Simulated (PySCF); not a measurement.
An unknown is described by computed data only.

Formula: C3HF2NS.

- NMR, other nuclei: isotropic shieldings of nuclei other than C and H, by class: -92 (1 N), 312 (1 F), 358 (1 F), 216 (1 S) ppm [GIAO CAM-B3LYP/pcSseg-2]
- Rotational structure: rotational constants A, B, C: 3.374, 2.499, 1.436 GHz [PBE0-D3(BJ)/def2-SVP]
- UV, first state: lowest singlet excitation: 5.39 eV (230 nm, f = 0.088) [TDDFT wB97X-D/def2-SVPD]
- Triplet: lowest triplet excitation (Tamm–Dancoff): 3.62 eV [TDA wB97X-D/def2-SVPD]
- Dipole: 2.66 D [wB97X-D/def2-SVPD]
- 13C NMR: chemical shifts (computed TMS as zero) by class: 159.0 (1 C), 158.8 (1 C), 149.3 (1 C) ppm [GIAO CAM-B3LYP/pcSseg-2]

The electronic properties come from PySCF, for the isolated species, density fitting. Levels stand in brackets. Geometry: PBE0-D3(BJ)/def2-SVP; no solvent, vibrations or thermal averaging. NMR values are class means; diastereotopic atoms form classes of their own.

Problem. What is the compound? Reason from the data.

Solution. Numbering: `[F:1][c:2]1[n:3][cH:4][s:5][c:6]1[F:7]`. Its formula, C3HF2NS, gives 3 degrees of unsaturation: 1 ring and 2 π bonds in the structure found (Kekulé form). 3 carbons fall into 3 classes; from least to most shielded: aromatic C–F carbon [C6] (159.0 ppm), aromatic C–F carbon [C2] (158.8 ppm), aromatic CH next to a ring nitrogen [C4] (149.3 ppm). The other shieldings belong to: -92 ppm, pyridine-type nitrogen [N3]; 312 ppm, aryl fluorine [F1]; 358 ppm, aryl fluorine [F7]; 216 ppm, thiophene-type sulfur [S5]. The optimised geometry has point group Cs and is an asymmetric top. Structure: `s1c(F)c(F)nc1`. Computed isomers that give other values at the same levels: `Fc1csc(F)n1` (rotational constant A: 4.247 GHz; this holds for the one conformer computed). The assignments are read from this structure; whether some other isomer fits the data as well wasn't checked.
